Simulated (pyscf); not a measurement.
PySCF, gas phase, ωB97X-D3(BJ)/def2-SVP geometries.

SMILES: [O]=[W](=[O])([OH])[O]B(Cl)Cl
```xyz
9

O     -0.0298     0.4505     0.0826
W     -1.2456    -0.6515    -0.3421
O     -2.7280     0.0276     0.1201
O     -0.9644    -2.2594     0.5798
O     -1.2208    -0.9608    -2.2347
B     -1.3125    -0.1619    -3.3164
Cl    -1.1902    -0.8290    -4.9271
Cl    -1.5621     1.5670    -3.0898
H     -1.5000    -2.7264     1.2312
```
Charge 0, spin multiplicity 1.

Problem. How much does it cost (ΔH, 298 K, ωB97M-D3(BJ)/def2-TZVP) to split O=W(=O)(OH)–O–B(Cl)–Cl (SMILES [O]=[W](=[O])([OH])[O]B(Cl)Cl) at its B–O bond into [O–W(=O)(=O)–OH]• + [Cl–B–Cl]•?

Solution. B–O to [O–W(=O)(=O)–OH]• + [Cl–B–Cl]•: 6.44 eV. The 7 functionals that were run give +5.93 (PBE) to +6.47 eV (M06-2X). The radicals are drawn with the spin at the cut bond; how far it spreads was not checked. Other isomers of [O–W(=O)(=O)–OH]• were not searched in full and may lie lower. Open-shell species with a d-block atom are single-reference here; other states, and whether the spin sits on metal or ligand, were not checked. Elements past Kr carry the def2 core potentials, without spin-orbit coupling.
